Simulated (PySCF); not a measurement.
Nuclear quadrupole coupling in `CP1(=O)CCOCC1`

Species: C₅H₁₁O₂P.
SMILES with atom numbers: `[CH3:1][P:2]1(=[O:3])[CH2:4][CH2:5][O:6][CH2:7][CH2:8]1` (hydrogens: H9, H10, H11 on C1; H12, H13 on C4; H14, H15 on C5; H16, H17 on C7; H18, H19 on C8)

Structure used (GFN2-xTB), in Å, numbered top down from 1:
```xyz
19
C5H11O2P angstrom
C      2.4184   -0.4417   -0.5788
P      0.8620   -0.0584    0.3081
O      1.0302    0.1609    1.7498
C      0.0768    1.3560   -0.5665
C     -1.3593    1.4207   -0.0443
O     -2.1080    0.2726   -0.3625
C     -1.7042   -0.8766    0.3419
C     -0.3349   -1.3936   -0.1022
H      2.8505   -1.3290   -0.1205
H      3.1003    0.3929   -0.4278
H      2.2622   -0.6078   -1.6396
H      0.0834    1.2098   -1.6458
H      0.6087    2.2746   -0.3138
H     -1.8998    2.2559   -0.4989
H     -1.3336    1.5634    1.0469
H     -2.4818   -1.6220    0.1513
H     -1.6686   -0.6648    1.4216
H     -0.0743   -2.2930    0.4582
H     -0.3375   -1.6109   -1.1696
```

Field gradients from the PBE0/pcSseg-1 density (PySCF, non-relativistic), principal values in atomic units, ordered |Vxx| ≤ |Vyy| ≤ |Vzz|:

```csv
atom,Vxx,Vyy,Vzz
O3,-0.4085,-0.4157,0.8242
O6,-0.0221,-1.9507,1.9729
```

Find the asymmetry η = (Vxx − Vyy)/Vzz and the couplings χ = eQV/h (234.96 MHz × Q in barn × V in au), with Q(17O) = −0.0256 b.

```csv
atom,environment,nucleus,η,χzz (MHz),χxx (MHz),χyy (MHz)
O3,phosphoryl oxygen,17O,0.01,-4.958,2.457,2.500
O6,cyclic ether oxygen,17O,0.98,-11.87,0.13,11.73
```

The gradient is axial or nearly so (η below 0.05) at O3. At O6 η is above 0.9: Vyy and Vzz are nearly equal in size and opposite in sign, so a small change could swap them and flip the sign of χzz. The tensor is traceless: Vxx + Vyy + Vzz = 0.

What is Vzz at O6 in SI units (1 au = 9.71736 × 10²¹ V/m²)?

1.9729 au = 19.171 × 10²¹ V/m².

Were the hydrogens deuterons (Q(2H) = 0.00286 b), χzz would run from 184 kHz (H17 and H15) to 216 kHz (H11).

Isolated species at its GFN2-xTB geometry (one conformer only). GFN2-xTB bond lengths can be off by several hundredths of an ångström, more for odd bonds, and the gradients follow them. The small basis limits the accuracy of the gradients.
